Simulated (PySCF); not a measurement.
Potential energy curve for BeO, singlet. Each curve is given relative to its own lowest point near equilibrium.

```tsv
R / Å	A	B	C	D
1.05	94.3	75.6	—	69.5
1.13	40.8	30.8	—	23.5
1.18	20.7	14.7	—	8.7
1.26	3.7	2.0	—	0.1
1.27	2.6	1.3	—	0.0
1.32	0.0	0.0	—	2.2
1.36	0.7	1.2	3.9	6.4
1.42	5.3	5.7	0.5	15.9
1.46	10.2	10.1	0.0	23.6
1.55	24.4	22.5	2.6	43.0
1.63	38.6	35.1	7.8	59.2
1.77	59.4	58.0	20.5	78.2
1.99	78.2	90.0	43.8	93.8
2.20	87.9	113.2	65.7	101.1
2.39	93.1	128.5	83.8	104.5
2.62	96.8	141.7	103.1	106.7
2.91	99.3	153.0	123.5	108.1
3.26	100.8	161.4	143.2	108.8
3.61	101.5	166.5	—	109.0
3.99	101.8	169.7	—	109.1
4.65	102.1	172.3	—	109.2
5.24	102.1	173.1	—	109.2
```

Energies in kcal/mol.

Task: Assign the columns to these levels of theory: CASSCF(8,5)/cc-pVTZ in PySCF; PySCF 2.14.0 with restricted Hartree-Fock/3-21G; restricted Hartree-Fock/STO-3G (PySCF); restricted CAM-B3LYP/cc-pVTZ (PySCF).

Result: A is RHF/3-21G; B is RKS-CAM-B3LYP; C is CASSCF(8,5); D is RHF/STO-3G.

Dashes: no converged value, or the column stops at the first point that the program doubted or that broke a chosen test of continuity, which isn't proof of a fault.

The natural occupations jump between 1.27 and 1.32 Å in the active space behind CASSCF(8,5). The restricted form behind RHF/3-21G, RHF/STO-3G, RKS-CAM-B3LYP keeps the bonding electrons paired and can't separate into open-shell fragments.
